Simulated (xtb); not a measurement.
C₂H₄Cl (SMILES [CH2]CCl), doublet, at a GFN2-xTB geometry; GFN0-xTB run with xtb.

xtb was given this input:
```
$ xtb mol.xyz --gfn 0 --uhf 1 --opt --json

# file mol.xyz
7

C      0.18280234     0.89727093    -0.01314254
C      1.56614457     0.54964169    -0.02607444
Cl    -0.84113747    -0.71148995     0.01905025
H     -0.15549474     1.39958190     0.88815355
H     -0.17787732     1.37769136    -0.91768786
H      2.08091596     0.32944165     0.89042765
H      2.05811157     0.30713857    -0.94944568
```

Task: What does xtb print? Leave out banner, timings and long lists.

Result: 
```
   ID    Z sym.   atoms
    1    6 C      1, 2
    2   17 Cl     3
    3    1 H      4-7

           -------------------------------------------------
          |                Calculation Setup                |
           -------------------------------------------------

           -------------------------------------------------
          |                 G F N 0 - x T B                 |
           -------------------------------------------------

          ...................................................
          :                      SETUP                      :
          :.................................................:
          :  # basis functions                  26          :
          :  # atomic orbitals                  25          :
          :  # shells                           15          :
          :  # electrons                        19          :
          :  electronic temp.          300.0000000     K    :
          :  accuracy                    1.0000000          :
          :  -> integral cutoff          0.2500000E+02      :
          :  -> integral neglect         0.1000000E-07      :
          ...................................................

         :::::::::::::::::::::::::::::::::::::::::::::::::::::
         ::                     SUMMARY                     ::
         :::::::::::::::::::::::::::::::::::::::::::::::::::::
         :: total energy             -10.663845388139 Eh    ::
         :: gradient norm              0.010307246746 Eh/a0 ::
         :: HOMO-LUMO gap              3.824099009295 eV    ::
         ::.................................................::
         :: H0 energy                -10.749361992637 Eh    ::
         :: repulsion energy           0.108851717351 Eh    ::
         :: electrostat energy        -0.022123081022 Eh    ::
         :: -> Gsolv                   0.000000000000 Eh    ::
         ::    -> Gsasa                0.000000000000 Eh    ::
         ::    -> Gshift               0.000000000000 Eh    ::
         :: dispersion energy         -0.001212031831 Eh    ::
         :: short-range corr.          0.000000000000 Eh    ::
         :: add. restraining           0.000000000000 Eh    ::
         :: total charge               0.000000000000 e     ::
         :::::::::::::::::::::::::::::::::::::::::::::::::::::

      -----------------------------------------------------------
     |                   =====================                   |
     |                        A N C O P T                        |
     |                   =====================                   |
     |               Approximate Normal Coordinate               |
     |                Rational Function Optimizer                |
      -----------------------------------------------------------
      -----------------------------------------------------------
     |                   =====================                   |
     |                        A N C O P T                        |
     |                   =====================                   |
     |               Approximate Normal Coordinate               |
     |                Rational Function Optimizer                |
      -----------------------------------------------------------

          ...................................................
          :                      SETUP                      :
          :.................................................:
          :   optimization level            normal          :
          :   max. optcycles                   200          :
          :   ANC micro-cycles                  20          :
          :   degrees of freedom                15          :
          :.................................................:
          :   RF solver                   davidson          :
          :   write xtbopt.log                true          :
          :   linear?                        false          :
          :   energy convergence         0.5000000E-05 Eh   :
          :   grad. convergence          0.1000000E-02 Eh/α :
          :   maxmium RF displ.          1.0000000          :
          :   Hlow (freq-cutoff)         0.1000000E-01      :
          :   Hmax (freq-cutoff)         5.0000000          :
          :   S6 in model hess.         20.0000000          :
          ...................................................

generating ANC from exact Hessian ...
Using Lindh-Hessian (1995)
 Shifting diagonal of input Hessian by    0.0000000000000000
 Lowest  eigenvalues of input Hessian
    0.000000    0.000000    0.000000    0.000000    0.000000    0.000000
    0.014269    0.017890    0.044297    0.057494    0.061561    0.097099
    0.114893    0.154713    0.193468    0.334254    0.651155    0.821669
 Highest eigenvalues
    0.334254    0.651155    0.821669    1.083640    1.312117    1.533340

........................................................................
.............................. CYCLE    1 ..............................
........................................................................
 * total energy  :   -10.6638454 Eh     change        0.0000000E+00 Eh
   gradient norm :     0.0103072 Eh/α   predicted     0.0000000E+00 (   0.00%)
   displ. norm   :     0.0937052 α      lambda       -0.6645834E-03
   maximum displ.:     0.0607482 α      in ANC's #7, #2, #5, ...

........................................................................
.............................. CYCLE    2 ..............................
........................................................................
 * total energy  :   -10.6641520 Eh     change       -0.3066413E-03 Eh
   gradient norm :     0.0032241 Eh/α   predicted    -0.3352100E-03 (   9.32%)
   displ. norm   :     0.0228554 α      lambda       -0.2770834E-04
   maximum displ.:     0.0189591 α      in ANC's #2, #5, #7, ...

........................................................................
[...]
 * total energy  :   -10.6641689 Eh     change       -0.1688362E-04 Eh
 * total energy  :   -10.6641748 Eh     change       -0.5872905E-05 Eh
 * total energy  :   -10.6641789 Eh     change       -0.4132792E-05 Eh
   *** GEOMETRY OPTIMIZATION CONVERGED AFTER 5 ITERATIONS ***
[...]
          :                      SETUP                      :
          :.................................................:
          :  # basis functions                  26          :
          :  # atomic orbitals                  25          :
          :  # shells                           15          :
          :  # electrons                        19          :
          :  electronic temp.          300.0000000     K    :
          :  accuracy                    1.0000000          :
          :  -> integral cutoff          0.2500000E+02      :
          :  -> integral neglect         0.1000000E-07      :
          ...................................................

         :::::::::::::::::::::::::::::::::::::::::::::::::::::
         ::                     SUMMARY                     ::
         :::::::::::::::::::::::::::::::::::::::::::::::::::::
         :: total energy             -10.664178918804 Eh    ::
         :: gradient norm              0.000775768561 Eh/a0 ::
         :: HOMO-LUMO gap              3.820280219635 eV    ::
         ::.................................................::
         :: H0 energy                -10.749799130252 Eh    ::
         :: repulsion energy           0.109218291837 Eh    ::
         :: electrostat energy        -0.022387902306 Eh    ::
         :: -> Gsolv                   0.000000000000 Eh    ::
         ::    -> Gsasa                0.000000000000 Eh    ::
         ::    -> Gshift               0.000000000000 Eh    ::
         :: dispersion energy         -0.001210178082 Eh    ::
         :: short-range corr.          0.000000000000 Eh    ::
         :: add. restraining           0.000000000000 Eh    ::
         :: total charge              -0.000000000000 e     ::
         :::::::::::::::::::::::::::::::::::::::::::::::::::::

           -------------------------------------------------
          |                Property Printout                |
           -------------------------------------------------

    * Orbital Energies and Occupations

         #    Occupation            Energy/Eh            Energy/eV
      -------------------------------------------------------------
         1        2.0000           -0.9712324             -26.4286
         2        2.0000           -0.6311761             -17.1752
         3        2.0000           -0.6026683             -16.3994
         4        2.0000           -0.5605909             -15.2545
         5        2.0000           -0.5224582             -14.2168
         6        2.0000           -0.5086204             -13.8403
         7        2.0000           -0.5041328             -13.7182
         8        2.0000           -0.4449337             -12.1073
         9        2.0000           -0.4425871             -12.0434
        10        1.0000           -0.3729994             -10.1498 (HOMO)
        11                         -0.2326067              -6.3296 (LUMO)
        12                         -0.1419905              -3.8638
        13                         -0.1104050              -3.0043
        14                         -0.1056943              -2.8761
        15                         -0.0766094              -2.0846
        16                         -0.0649606              -1.7677
        17                         -0.0642409              -1.7481
        18                         -0.0606219              -1.6496
        19                         -0.0509766              -1.3871
        20                          0.0439023               1.1946
        21                          0.1792106               4.8766
       ...                                ...                  ...
        25                          0.4603663              12.5272
      -------------------------------------------------------------
                  HL-Gap            0.1403927 Eh            3.8203 eV
             Fermi-level            0.0000000 Eh            0.0000 eV

     #   Z          covCN         q      C6AA      α(0)
     1   6 C        3.693     0.052    22.213     6.821
     2   6 C        2.851    -0.391    41.578    10.535
     3  17 Cl       0.882    -0.211   103.750    15.570
     4   1 H        0.925     0.089     1.890     2.150
     5   1 H        0.925     0.089     1.890     2.150
     6   1 H        0.926     0.186     1.172     1.693
     7   1 H        0.926     0.186     1.172     1.693

 Mol. C6AA /au·bohr⁶  :        688.797696
 Mol. C8AA /au·bohr⁸  :      20398.031395
 Mol. α(0) /au        :         40.612195

Wiberg/Mayer (AO) data.
largest (>0.10) Wiberg bond orders for each atom

 ---------------------------------------------------------------------------
     #   Z sym  total        # sym  WBO       # sym  WBO       # sym  WBO
 ---------------------------------------------------------------------------
     1   6 C    3.937 --     2 C    1.249     4 H    0.970     5 H    0.970
                             3 Cl   0.753
     2   6 C    3.409 --     1 C    1.249     6 H    0.985     7 H    0.985
                             3 Cl   0.181
     3  17 Cl   0.962 --     1 C    0.753     2 C    0.181
     4   1 H    0.995 --     1 C    0.970
     5   1 H    0.995 --     1 C    0.970
     6   1 H    0.989 --     2 C    0.985
     7   1 H    0.989 --     2 C    0.985
 ---------------------------------------------------------------------------

Topologies differ in total number of bonds
Writing topology from bond orders to xtbtopo.mol

 dipole moment from electron density (au)
     X       Y       Z
   0.6384   0.7181  -0.0166  total (Debye):    2.443

optimized geometry written to: xtbopt.xyz

           -------------------------------------------------
          | TOTAL ENERGY              -10.664178918804 Eh   |
          | GRADIENT NORM               0.000775768561 Eh/α |
          | HOMO-LUMO GAP               3.820280219635 eV   |
           -------------------------------------------------

normal termination of xtb
```
